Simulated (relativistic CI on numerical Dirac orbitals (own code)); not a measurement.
Method of calculation: Dirac-Coulomb-Breit CI, separate exchange-only KLI orbitals for each configuration, QED by a radiative potential, unscaled Slater integrals (own radial code, finite nucleus).

The strongest absorption lines from the ground level of an ion, among the configurations computed and to levels below about 896 eV (vacuum wavelength in nm, gf): 1.8855 (0.073), 1.9031 (0.051), 2.6514 (0.19), 2.7166 (0.15), 14.766 (0.94), 20.918 (0.32).

Question: Which ion is it?
A. Pr30+
B. La26+
C. I24+
D. La28+

Answer: D. La28+ has 29 electrons and the ground level 3d10 4s 2S_1/2; the strongest line goes to 3d10 4p 2P°_3/2. The pattern of lines fixes the number of electrons, and along that sequence the line energies rise steadily with the charge (about as its square where n changes within one kind of shell, about linearly where n is kept but much faster in heavy ions where fine structure, which grows about as Z⁴, sets the gap, and irregularly where shells cross), which fixes Z. Configurations outside the model, such as inner-shell arrays, can give stronger lines. At this charge energies of transitions that change n are usually good to better than 1 %, and those within a shell (Δn = 0) to a few per cent.

LS names give the leading component of a level, which can be under half, so a name can repeat, a term be missing and a line seem to break the LS rules.
